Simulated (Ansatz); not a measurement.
Reaction: SiNH3F (SMILES N[SiH]F, doublet) → SiNH3F (SMILES [NH][SiH2]F, doublet)
Each species at its own B3LYP-D3(BJ)/def2-TZVP minimum (Ansatz, a program for electronic structure), one conformer.

Property: isomerisation energy (electronic), in kcal/mol. Radicals and triplets start from unrestricted determinants; spin-orbit coupling is neglected. CBS(X,Y): correlation extrapolated as X^-3, Hartree-Fock from the larger set. A bracket is a step between two methods taken in the basis named. Functionals run without relativity, which enters their misses. '+ core + X2C': CCSD(T) terms for core correlation (cc-pwCVTZ, 1s frozen past Ne) and scalar relativity (cc-pVTZ-DK).

CCSD(T)/CBS(cc-pV(T+d)Z,cc-pV(Q+d)Z) + [CCSDT(Q) - CCSD(T)]/cc-pV(D+d)Z + core + X2C (Ansatz) gives 19.3 kcal/mol.

Task: How far off this value is PBE/def2-TZVPD (Ansatz), in which direction, and which of these levels come nearer: r2SCAN/def2-TZVPD, B3LYP/def2-TZVPD, PBE0/def2-TZVPD, wB97M-V/def2-TZVPD, CCSD(T)/CBS(cc-pV(T+d)Z,cc-pV(Q+d)Z) + core + X2C?

Result: PBE gives 22.3 kcal/mol, 3.0 kcal/mol above it. Differences of the others: r2SCAN/def2-TZVPD (Ansatz) -0.1; B3LYP/def2-TZVPD (Ansatz) -1.0; PBE0/def2-TZVPD (Ansatz) 1.3; wB97M-V/def2-TZVPD (Ansatz) -1.0; CCSD(T)/CBS(cc-pV(T+d)Z,cc-pV(Q+d)Z) + core + X2C (Ansatz) 0.0 kcal/mol. Nearer than PBE: r2SCAN/def2-TZVPD, B3LYP/def2-TZVPD, PBE0/def2-TZVPD, wB97M-V/def2-TZVPD, CCSD(T)/CBS(cc-pV(T+d)Z,cc-pV(Q+d)Z) + core + X2C.
